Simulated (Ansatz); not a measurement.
`O[Si](O)(O)O` + HCl → `O[Si](O)(O)Cl` + H₂O  (ligand exchange at the Si–O bond)

Gas-phase electronic energies from Ansatz, PBE0-D4/def2-TZVP geometries. CCSD(T)/CBS is the MP2 limit (def2-TZVPP, def2-QZVPP) plus CCSD(T) − MP2 in def2-TZVPP, frozen cores. This one scheme is used for every species. Functionals use def2-TZVPP. Each species was taken in one conformer, which may not be the lowest.

(1) Is it downhill or uphill in electronic energy at CCSD(T)/CBS, and by how much? (An estimate is asked.)

(2) What do these levels give: revPBE-D4, BHLYP-D4, PBE, MP2/def2-SVP, SCS-MP2/def2-TZVPP, CCSD(T)/def2-TZVPP? (Best estimate.)

(3) What do rigid-rotor, harmonic-oscillator terms from PBE0-D4/def2-TZVP frequencies (298.15 K, 1 bar) make of the CCSD(T)/CBS value? (Estimate.)

Largest T1 diagnostic among the species: 0.011.

Answers

(1) Computed: Uphill: ΔE = +11.0 kJ/mol.

(2) Computed: revPBE-D4 1.9, BHLYP-D4 15.1, PBE 5.9, MP2/def2-SVP 15.3, SCS-MP2/def2-TZVPP 15.7, CCSD(T)/def2-TZVPP 17.0 kJ/mol.

(3) Computed: ΔZPE = +3.9 kJ/mol, ΔH = +16.5 kJ/mol, ΔS = 10 J/(mol·K), ΔG = +13.4 kJ/mol.

The D4 term adds −3.4 kJ/mol with B3LYP and −1.8 kJ/mol with PBE0; it sums over pairs of atoms, weighted by their polarisabilities, and B3LYP, whose exchange is more repulsive, gets the larger term. At CCSD(T), def2-SVP lies +6.7 kJ/mol from the extrapolated value and def2-TZVPP +6.0 kJ/mol.

B3LYP here is the variant with VWN-RPA as its local correlation; programs differ in this.
